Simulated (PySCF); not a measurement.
**Electron correlation in Be (beryllium, neutral)**

[He] 2s1 3s1, high-spin 3S determinant (an excited configuration). Computed with PySCF 2.14 in aug-cc-pVTZ-DK (5s4p3d2f, 46 functions), with the spin-free X2C one-electron Hamiltonian (Gaussian nucleus). Frozen: 1s2; 2 electrons correlated.

With two correlated electrons CCSD is exact within the correlated space (frozen core and kept virtual orbitals).

```csv
level,correlation energy (mhartree)
CCSD,-4.67
```

Diagnostics: T1 = 0.016, D1 = 0.0312, largest double amplitude 0.065.

Task: Is a single reference adequate?

Result: Yes: T1 lies below 0.03 and no double amplitude reaches 0.07.
